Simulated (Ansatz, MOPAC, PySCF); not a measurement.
Gas-phase reaction in SMILES: F[SiH2][SiH3] -> F[SiH2][SiH2] + H atom (the H-Si bond breaks)

Wanted: bond dissociation energy (enthalpy at 298 K), in kcal/mol. Set-up: non-relativistic; 6-31G* and kin with 6d, 5d where marked; dispersion terms only where a functional's name holds one; no spin-orbit coupling; frozen cores in correlated levels; UHF or UKS for open shells. CBS(X,Y): correlation extrapolated as X^-3; Hartree-Fock from the larger set. First-principles rows: single points at B3LYP-D3(BJ) geometries (Ansatz, an electronic-structure program), with unscaled harmonic terms from B3LYP/6-31G* (Ansatz) at its own minima. Semi-empirical rows: MOPAC heats of formation at their own minima for 298 K.

| species | coefficient | E at M06-2X/6-31G* (5d) (PySCF), Eh | E at wB97X-V/def2-TZVPD (Ansatz), Eh | H(298 K) - E, kcal/mol | heat of formation at AM1 (MOPAC), kcal/mol |
|---|---|---|---|---|---|
| F[SiH2][SiH3] | -1 | -681.73409 | -681.81993 | 32.27 | -70.12 |
| F[SiH2][SiH2] | +1 | -681.09369 | -681.17023 | 26.23 | -51.83 |
| H atom | +1 | -0.49667 | -0.50049 | 1.48 | 52.10 |

Coupled cluster (Ansatz) is a level with limits of its own, used here on species with T1 under 0.025 (0.045 for open shells) and stable references: CCSD(T)/CBS(aug-cc-pV(T+d)Z,aug-cc-pV(Q+d)Z). Value to compare with, CCSD(T)/CBS(aug-cc-pV(T+d)Z,aug-cc-pV(Q+d)Z) (Ansatz): 88.7 kcal/mol. 1 Eh = 627.5095 kcal/mol.

Question: Compute it at each level from the table, and compare with CCSD(T)/CBS(aug-cc-pV(T+d)Z,aug-cc-pV(Q+d)Z) (Ansatz).

Answer: 
- M06-2X/6-31G* (5d): the sum of coefficient times E is 0.14373 Eh, or 90.19 kcal/mol; the thermal terms add -4.56. Result: 85.6 kcal/mol. Its difference against CCSD(T)/CBS(aug-cc-pV(T+d)Z,aug-cc-pV(Q+d)Z) (Ansatz) is -3.1 kcal/mol.
- wB97X-V/def2-TZVPD: the sum of coefficient times E is 0.14921 Eh, or 93.63 kcal/mol; the thermal terms add -4.56. Result: 89.1 kcal/mol. Its difference against CCSD(T)/CBS(aug-cc-pV(T+d)Z,aug-cc-pV(Q+d)Z) (Ansatz) is 0.4 kcal/mol.
- AM1: the sum of coefficient times heat of formation is 70.39 kcal/mol; it needs no thermal term. Its difference against CCSD(T)/CBS(aug-cc-pV(T+d)Z,aug-cc-pV(Q+d)Z) (Ansatz) is -18.3 kcal/mol.
